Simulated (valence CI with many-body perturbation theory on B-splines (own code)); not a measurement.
Forbidden lines of Sn XI

Level of theory: configuration interaction combined with many-body perturbation theory (CI+MBPT): four valence electrons over a frozen Dirac-Fock core [Kr], a basis of 9 s, 9 p, 10 d, 8 f, 5 g, 3 h, 1 i functions for each j, with the one-electron correlation potential Σ1, the two-electron term Σ2, the three-electron term Σ3, Breit, model QED; selected CI, second order for the rest, scaled by the run's own slope (own B-spline code, finite nucleus).

No measured spectrum was set against this ion. As an estimate, terms of the open shell hold to 2 to 4 % of their energy, and close levels can change places. Core correlation moves these levels by up to 5800 cm⁻¹, and in measured spectra 5 to 20 % of such shifts remained as error; rates that hang on mixing are uncertain with them. The list stops below the first excitations out of the core. Only levels of the ground parity were solved; by the run's estimate the other parity begins above the list, which can be wrong where configurations are misplaced.

Lines 1 to 50 of 120 in falling wavelength, among levels below 414000 cm⁻¹, chosen from the decays that carry over 1 % of a level's rate. Wavelengths and rates use the calculated energies, so an error of 2000 cm⁻¹ moves a line at 1735 nm by 35 % and its rate by three times that or more. Weak lines are less certain than strong ones. Lines between different terms over intervals too small for the method are left out, as are lines whose strength nearly cancels.

Names give the largest LS component (configuration and term), which can be under half, so a name can repeat, a term be missing and a line seem to break the LS rules; names also repeat where a configuration has a term twice. Letters in brackets count levels of one name in rising energy.

| λ vac (nm) | Upper | Lower | Type | A (s⁻¹) | Branch % |
| --- | --- | --- | --- | --- | --- |
| 3474 | 4d⁴ ³H_6 | 4d⁴ ³H_5 | M1 | 3.67e-01 | 99.7 |
| 3306 | 4d⁴ ⁵D_1 | 4d⁴ ⁵D_0 | M1 | 1.33e+00 | 100.0 |
| 3114 | 4d⁴ ⁵D_4 | 4d⁴ ⁵D_3 | M1 | 8.41e-01 | 100.0 |
| 2902 | 4d⁴ ⁵D_3 | 4d⁴ ⁵D_2 | M1 | 1.80e+00 | 100.0 |
| 2832 | 4d⁴ ⁵D_2 | 4d⁴ ⁵D_1 | M1 | 2.33e+00 | 100.0 |
| 2109 | 4d⁴ ³G_5 | 4d⁴ ³G_4 [b] | M1 | 6.19e-01 | 2.5 |
| 1879 | 4d⁴ ³H_5 | 4d⁴ ³H_4 | M1 | 3.10e+00 | 72.5 |
| 1848 | 4d⁴ ³G_4 [a] | 4d⁴ ³G_3 | M1 | 2.57e+00 | 5.2 |
| 1735 | 4d⁴ ³G_3 | 4d⁴ ³H_4 | M1 | 1.40e+00 | 4.0 |
| 1423 | 4d⁴ ³P_2 [a] | 4d⁴ ³F_2 [a] | M1 | 5.43e-01 | 2.2 |
| 1410 | 4d⁴ ³D_2 | 4d⁴ ³F_3 [a] | M1 | 1.11e+00 | 1.1 |
| 1281 | 4d⁴ ³P_2 [a] | 4d⁴ ³P_1 [a] | M1 | 5.85e+00 | 23.5 |
| 1219 | 4d⁴ ³G_5 | 4d⁴ ³G_4 [a] | M1 | 7.14e+00 | 28.4 |
| 1198 | 4d⁴ ³F_3 [a] | 4d⁴ ³F_2 [a] | M1 | 7.65e+00 | 15.7 |
| 1189 | 4d⁴ ³D_2 | 4d⁴ ³P_2 [a] | M1 | 2.54e+00 | 2.6 |
| 1182 | 4d⁴ ³P_1 [a] | 4d⁴ ³P_0 [a] | M1 | 1.00e+01 | 9.8 |
| 1127 | 4d⁴ ³G_4 [b] | 4d⁴ ³G_3 | M1 | 9.04e-01 | 2.5 |
| 1074 | 4d⁴ ³G_4 [b] | 4d⁴ ³H_5 | M1 | 2.80e+00 | 7.9 |
| 1048 | 4d⁴ ³D_1 | 4d⁴ ³P_2 [a] | M1 | 6.90e+00 | 6.7 |
| 964.1 | 4d⁴ ³F_3 [a] | 4d⁴ ³G_3 | M1 | 7.53e+00 | 15.4 |
| 926.8 | 4d⁴ ³F_4 | 4d⁴ ¹F_3 | M1 | 2.49e+00 | 1.6 |
| 899.1 | 4d⁴ ¹D_2 [a] | 4d⁴ ³D_1 | M1 | 5.89e+00 | 6.0 |
| 898.4 | 4d⁴ ¹G_4 [a] | 4d⁴ ³G_5 | M1 | 5.45e+00 | 6.2 |
| 894.8 | 4d⁴ ³G_4 [a] | 4d⁴ ³H_4 | M1 | 1.69e+01 | 33.9 |
| 894.8 | 4d⁴ ³G_5 | 4d⁴ ³H_6 | M1 | 5.81e+00 | 23.2 |
| 877.9 | 4d⁴ ³P_2 [b] | 4d⁴ ¹D_2 [a] | M1 | 6.85e+00 | 8.1 |
| 840.1 | 4d⁴ ³D_3 | 4d⁴ ³F_2 [a] | M1 | 3.06e+00 | 4.8 |
| 816.1 | 4d⁴ ¹D_2 [a] | 4d⁴ ³D_2 | M1 | 4.09e+00 | 4.1 |
| 801.8 | 4d⁴ ³F_2 [b] | 4d⁴ ¹F_3 | M1 | 6.82e+00 | 5.3 |
| 717.9 | 4d⁴ ³D_3 | 4d⁴ ³G_3 | M1 | 6.52e+00 | 10.2 |
| 711.5 | 4d⁴ ³G_5 | 4d⁴ ³H_5 | M1 | 9.51e+00 | 37.9 |
| 695.9 | 4d⁴ ¹G_4 [a] | 4d⁴ ³F_3 [a] | M1 | 1.79e+01 | 20.6 |
| 683.3 | 4d⁴ ³G_4 [b] | 4d⁴ ³H_4 | M1 | 4.21e+00 | 11.8 |
| 660.2 | 4d⁴ ¹I_6 | 4d⁴ ³H_6 | M1 | 1.50e+01 | 46.0 |
| 659.6 | 4d⁴ ³H_4 | 4d⁴ ⁵D_4 | M1 | 9.61e+00 | 79.1 |
| 647.8 | 4d⁴ ³D_2 | 4d⁴ ³F_2 [a] | M1 | 7.12e+00 | 7.2 |
| 643.2 | 4d⁴ ¹F_3 | 4d⁴ ³D_2 | M1 | 3.15e+00 | 4.3 |
| 634.3 | 4d⁴ ³F_2 [b] | 4d⁴ ¹D_2 [a] | M1 | 3.67e+00 | 2.9 |
| 633.4 | 4d⁴ ¹D_2 [a] | 4d⁴ ³D_3 | M1 | 2.07e+01 | 20.9 |
| 630.0 | 4d⁴ ¹G_4 [a] | 4d⁴ ³G_4 [b] | M1 | 1.46e+01 | 16.8 |
| 616.7 | 4d⁴ ³D_2 | 4d⁴ ³P_1 [a] | M1 | 7.62e+00 | 7.7 |
| 603.6 | 4d⁴ ³D_1 | 4d⁴ ³F_2 [a] | M1 | 9.45e+00 | 9.2 |
| 576.5 | 4d⁴ ³D_1 | 4d⁴ ³P_1 [a] | M1 | 1.94e+01 | 18.9 |
| 572.6 | 4d⁴ ³D_2 | 4d⁴ ³G_3 | M1 | 1.75e+00 | 1.8 |
| 554.7 | 4d⁴ ¹I_6 | 4d⁴ ³H_5 | M1 | 1.75e+01 | 53.8 |
| 544.3 | 4d⁴ ³H_4 | 4d⁴ ⁵D_3 | M1 | 2.54e+00 | 20.9 |
| 524.7 | 4d⁴ ³F_4 | 4d⁴ ¹G_4 [a] | M1 | 4.84e+00 | 3.2 |
| 524.1 | 4d⁴ ¹F_3 | 4d⁴ ³D_3 | M1 | 2.58e+01 | 35.0 |
| 517.3 | 4d⁴ ¹G_4 [a] | 4d⁴ ³G_4 [a] | M1 | 3.11e+01 | 35.6 |
| 488.2 | 4d⁴ ³H_5 | 4d⁴ ⁵D_4 | M1 | 1.18e+00 | 27.5 |
